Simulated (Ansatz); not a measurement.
Two structures of Si2NH8Cl, closed shell, reached by relaxing down either side of one saddle point (PBE0-D4/def2-TZVP). Energies are electronic, without zero-point energy. Ansatz 0.2.0; basis: def2-TZVPP and def2-QZVPP; cores frozen in the correlated methods. Extrapolation: Hartree–Fock as exp(−7.88 √X), correlation as X^−2.97. First:

Si1  (-1.528, -0.686, 0.773)
N2  (-0.298, -1.089, 1.874)
H3  (-2.785, -1.325, 1.219)
H4  (-1.620, 0.785, 0.679)
Cl5  (-1.225, -1.349, -1.171)
H6  (1.460, 0.680, -0.121)
Si7  (1.407, 1.262, -1.489)
H8  (-0.201, -2.035, 2.206)
H9  (0.595, -0.626, 1.824)
H10  (0.064, 1.845, -1.724)
H11  (1.696, 0.205, -2.487)
H12  (2.435, 2.332, -1.583)
(Å)

Second:

| atom | x (Å) | y (Å) | z (Å) |
| --- | --- | --- | --- |
| Si1 | -1.2803 | -0.1083 | -0.2295 |
| N2 | 0.6547 | -0.4604 | 1.5369 |
| H3 | -1.3248 | -1.5546 | 0.0867 |
| H4 | -1.6679 | 0.7404 | 0.9209 |
| Cl5 | -2.8831 | 0.1389 | -1.5685 |
| H6 | 1.1317 | 0.3816 | 1.8371 |
| Si7 | 0.6292 | 0.5925 | -1.3719 |
| H8 | 1.3609 | -1.1410 | 1.2828 |
| H9 | 0.1485 | -0.8268 | 2.3341 |
| H10 | 0.3395 | 1.0496 | -2.7563 |
| H11 | 1.6143 | -0.5243 | -1.4407 |
| H12 | 1.2772 | 1.7124 | -0.6315 |

Task: Which bonds change from the first to the second?

Result: SiNH₄Cl ([NH2][SiH2][Cl]) + SiH₄ → Si₂H₅Cl ([SiH3][SiH2][Cl]) + NH₃; bonds formed: Si1–Si7, N2–H6; bonds broken: Si1–N2, H6–Si7.

Task: Give the saddle point's structure and its height above each. (Judge from chemistry; the value comes from the calculation.)

Result: The calculation gives: 59.42 kcal/mol above the first and 48.14 kcal/mol above the second (CCSD(T) at an estimated basis limit (MP2 extrapolated from triple and quadruple zeta, plus CCSD(T) − MP2 in triple zeta)).
```xyz
12
angstrom
Si -1.2564 -0.2806 0.4033
N 0.2697 -0.7920 1.3257
H -2.2633 -0.8360 1.3534
H -1.4789 1.1735 0.3783
Cl -1.5907 -1.4150 -1.2627
H 0.8842 -0.1742 0.5998
Si 1.0066 0.9087 -1.2139
H 0.4863 -1.7784 1.2001
H 0.2945 -0.5632 2.3193
H -0.0618 1.4654 -2.1114
H 1.9080 0.1608 -2.1554
H 1.8017 2.1310 -0.8367
```

No T1 diagnostic of these runs exceeds 0.012.

Labels in which every atom is bracketed show which atoms are joined, not bond orders.

For scale, one of the runs: CCSD(T)/def2-TZVPP, 269 basis functions, launched by `ansatz run in.yaml --threads 4 --pin off --events-out ev --progress --plain --max-ram 9574MiB`. Hardware: 4 CPU threads of an Arm Neoverse V1, shared host. Wall time 2.9 min; peak host memory 6.3 GiB.
